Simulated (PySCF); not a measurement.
Gas-phase reaction: GeH₂ + GeF₄ → 2 H + 2 GeF₂

Method: PySCF energies (xtb for GFN2) plus ideal-gas RRHO corrections (1 bar). † marks an energy on the PBE0/def2-TZVP geometry and frequencies; other levels use their own. MP2 freezes the core. 6-31G* has spherical d functions here. Open shells (unrestricted): H (multiplicity 2); the rest are closed-shell singlets. GFN2 has no spin-polarisation term. B3LYP is the form with VWN-RPA correlation. Ge: all electrons, no relativistic terms. GeH₂: computed as isolated molecules; such fragments, hydroxides, amides, oligomers or adducts are transient or little studied in the gas. MP2 isn't extrapolated to the basis-set limit; its ΔH°(298 K) is 329.6 kJ in def2-SVP and 332.8 kJ in def2-TZVPP. The harmonic model lacks anharmonicity and excited electronic states, which grow with temperature; levels with a mode under 35 cm⁻¹ are left out.

| level | ΔE electronic, kJ | ΔH°(298 K), kJ | ΔS°(298 K), J/K | ΔG°(1600 K), kJ |
|---|---|---|---|---|
| B3LYP/6-31G* | 332 | 306 | 248 | -104 |
| B3LYP/def2-TZVP† | 325 | 298 | 248 | -113 |
| GFN2-xTB | 132 | 110 | 243 | -292 |
| HF/6-31G* | 296 | 267 | 250 | -148 |
| HF/def2-TZVP† | 304 | 277 | 248 | -135 |
| MP2/def2-SVP† | 356 | 330 | 248 | -82 |
| PBE/def2-TZVP† | 301 | 275 | 248 | -137 |
| ωB97M-V/def2-TZVP† | 341 | 314 | 248 | -98 |
| ωB97X-V/def2-TZVP† | 356 | 329 | 248 | -83 |
ΔH° is lowest at GFN2-xTB and highest at MP2/def2-SVP†. No reference value is set beside these.
